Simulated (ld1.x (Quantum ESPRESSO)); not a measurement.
## Reading a pseudo-wave (scandium)

Columns: radius, all-electron u(r) and pseudo u(r) of the 4s shell (level -4.30 eV) of scandium in the configuration [Ar] 3d1 4s2 4p0; LDA (PZ), scalar-relativistic, ultrasoft scheme, ld1.x (Quantum ESPRESSO) 7.5.

```
r (bohr)  all-electron   pseudo
   0.190       -0.1419  -0.0555
   0.380       -0.0409  -0.1105
   0.570        0.1691  -0.1646
   0.760        0.2585  -0.2172
   0.950        0.2276  -0.2679
   1.140        0.1269  -0.3163
   1.330       -0.0009  -0.3618
   1.520       -0.1296  -0.4039
   1.710       -0.2457  -0.4423
   1.900       -0.3435  -0.4766
   2.090       -0.4216  -0.5062
   2.280       -0.4811  -0.5309
   2.470       -0.5239  -0.5503
   2.660       -0.5521  -0.5642
   2.850       -0.5680  -0.5723
   3.040       -0.5737  -0.5747
   3.230       -0.5710  -0.5711
   3.420       -0.5616  -0.5616
   3.610       -0.5469  -0.5469
   3.800       -0.5282  -0.5282
   3.990       -0.5065  -0.5065
   4.180       -0.4828  -0.4828
   4.370       -0.4577  -0.4577
   4.560       -0.4318  -0.4318
   4.750       -0.4058  -0.4058
   4.940       -0.3798  -0.3798
```

**Question.** How many radial nodes do the two functions have?

**Answer.** The all-electron 4s function has n − l − 1 = 3 (the table is too coarse to show those close to the nucleus); the pseudo-wave has 0, since the states of the same l below it are removed with the core.

**Question.** At about which radius was the pseudo-wave matched?

**Answer.** 3.30 bohr, where the columns begin to agree (steps of 0.19 bohr).

**Question.** Where does each function peak?

**Answer.** Outermost all-electron maximum near 3.04 bohr, pseudo maximum near 3.04 bohr (to the table’s step).

**Question.** Is the pseudo-wave norm-conserving?

**Answer.** No, it belongs to an ultrasoft set: the norm inside the radius is not constrained, and the difference is carried by the augmentation charge.
